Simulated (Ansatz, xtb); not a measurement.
# C2H8GeOSi2: which of two isomers lies lower

Structure I: `C#C[Si@@H]([GeH3])O[SiH3]`, a singlet. Structure II: `[SiH3]O[SiH2]C#[C][GeH3]`, a singlet. Both are isolated molecules in the gas phase, relaxed with r2SCAN-D4/def2-SVP; the shapes shown needn't be the lowest conformers.

I (Å):

```xyz
14

C    -1.7978   -0.0774    1.2868
C    -1.3896   -0.4175    0.1861
Ge    0.2699    1.1026   -2.3908
O     0.4170   -2.0593   -1.3164
Si   -0.7181   -0.8549   -1.4644
Si    1.7499   -2.5132   -0.4285
H    -2.1644    0.2140    2.2556
H    -1.8234   -1.3720   -2.3162
H    -0.7825    2.2100   -2.5602
H     0.8909    0.8091   -3.7666
H     1.3790    1.6271   -1.4648
H     2.8281   -1.4866   -0.5582
H     2.2358   -3.8135   -0.9650
H     1.3918   -2.6641    1.0125
```

II (Å):

```xyz
14

C     0.5051    0.1293   -0.9173
C     0.8254    1.0461   -1.6714
Ge    1.3213    2.4655   -2.8350
O    -1.6496   -1.5171   -0.0223
Si   -2.9007   -1.2909   -1.0960
Si   -0.0291   -1.2403    0.1813
H    -3.0806    0.1607   -1.3936
H    -2.6322   -2.0199   -2.3720
H    -4.1397   -1.8286   -0.4697
H     0.7438   -2.4640   -0.1694
H     0.2202   -0.8643    1.5977
H     1.6610    3.6959   -1.9889
H     2.5408    2.0258   -3.6503
H     0.1402    2.7657   -3.7625
```

Quicker runs give these differences E(II) − E(I): GFN2-xTB −0.7 kcal/mol; HF/STO-3G −6.4 kcal/mol (at GFN2-xTB geometries); r2SCAN-D4/def2-SVP//GFN2-xTB −2.3 kcal/mol.

Estimate E(II) − E(I) at the level CCSD(T)/def2-SVP + ΔMP2/def2-TZVPP.

Calculated at CCSD(T)/def2-SVP + ΔMP2/def2-TZVPP: E(II) − E(I) = −2.9 kcal/mol, so structure II lies lower.

Level by level:

```json
{"level": "GFN2-xTB", "geometry": "GFN2-xTB", "E(II) − E(I) (kcal/mol)": "−0.7", "departure from the last row (kcal/mol)": "+2.1", "job, with rough time for the two": "optimisation, 0.31 s"}
{"level": "HF/STO-3G", "geometry": "GFN2-xTB", "E(II) − E(I) (kcal/mol)": "−6.4", "departure from the last row (kcal/mol)": "−3.6", "job, with rough time for the two": "single point, 0.5 s"}
{"level": "r2SCAN-D4/def2-SVP//GFN2-xTB", "geometry": "GFN2-xTB", "E(II) − E(I) (kcal/mol)": "−2.3", "departure from the last row (kcal/mol)": "+0.6", "job, with rough time for the two": "single point, 4.1 s"}
{"level": "r2SCAN-D4/def2-SVP", "geometry": "r2SCAN-D4/def2-SVP", "E(II) − E(I) (kcal/mol)": "−0.6", "departure from the last row (kcal/mol)": "+2.3", "job, with rough time for the two": "optimisation, 3.3 min"}
{"level": "HF/def2-SVP", "geometry": "r2SCAN-D4/def2-SVP", "E(II) − E(I) (kcal/mol)": "−5.6", "departure from the last row (kcal/mol)": "−2.7", "job, with rough time for the two": "part of the CCSD(T) run"}
{"level": "MP2/def2-SVP", "geometry": "r2SCAN-D4/def2-SVP", "E(II) − E(I) (kcal/mol)": "−4.1", "departure from the last row (kcal/mol)": "−1.3", "job, with rough time for the two": "part of the CCSD(T) run"}
{"level": "CCSD(T)/def2-SVP", "geometry": "r2SCAN-D4/def2-SVP", "E(II) − E(I) (kcal/mol)": "−3.1", "departure from the last row (kcal/mol)": "−0.3", "job, with rough time for the two": "single point"}
{"level": "CCSD(T)/def2-SVP + ΔMP2/def2-TZVPP", "geometry": "r2SCAN-D4/def2-SVP", "E(II) − E(I) (kcal/mol)": "−2.9", "departure from the last row (kcal/mol)": "", "job, with rough time for the two": "single point, 77 s"}
```

As drawn, II has 1 C–Ge, 1 Si–H in place of 1 Ge–Si, 1 C–H.

The levels shown agree on the order. The largest departure from CCSD(T)/def2-SVP + ΔMP2/def2-TZVPP is that of HF/STO-3G, 3.6 kcal/mol. A small imaginary or near-zero mode remains, so no thermal terms are given. The last row adds to CCSD(T) the change of the MP2 difference between the two basis sets, here +0.3 kcal/mol.

The correlated steps freeze 22 core orbitals; the filled d shell of Ge is correlated, in a basis made for valence electrons. Codes used: Ansatz 0.2.0, xtb 6.7.1; the last row on 4 threads of Arm Neoverse V1 on a shared host.
